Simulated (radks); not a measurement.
Results of a calculation; reference values are marked as such.
Effect of the nuclear size on the nickel ion Ni2+, [Ar] 3d8. Code: a radial shooting solver on a logarithmic mesh with Libxc functionals. Model: Dirac Kohn-Sham, PBE, spin-unpolarised, spherical densities, finite nucleus; open shells fill j = l - 1/2 first; Fermi nuclear charge, rms radius 3.7757 fm. The rms radius is varied about that value; shifts are against it.

| rms radius (fm) | total energy shift (eV) | density at nucleus (e/bohr^3) | 1s1/2 shift (meV) | 2s1/2 shift (meV) | 3s1/2 shift (meV) |
|---|---|---|---|---|---|
| 3.3981 | -0.0300 | 1.97e+04 | -12.8 | -1.19 | -0.178 |
| 3.6096 | -0.0136 | 1.964e+04 | -5.77 | -0.540 | -0.080 |
| 3.7757 | 0 | 1.96e+04 | 0.000 | 0.000 | 0.000 |
| 3.8927 | 0.00991 | 1.957e+04 | 4.21 | 0.394 | 0.059 |
| 4.3987 | 0.0561 | 1.945e+04 | 23.8 | 2.23 | 0.332 |

Slopes of the eigenvalues against <r^2> in GHz/fm^2, as finite differences over the two radii next to the reference (eigenvalue slopes, not the field-shift constants of lines): 1s1/2 1140, 2s1/2 106, 3s1/2 15.8.
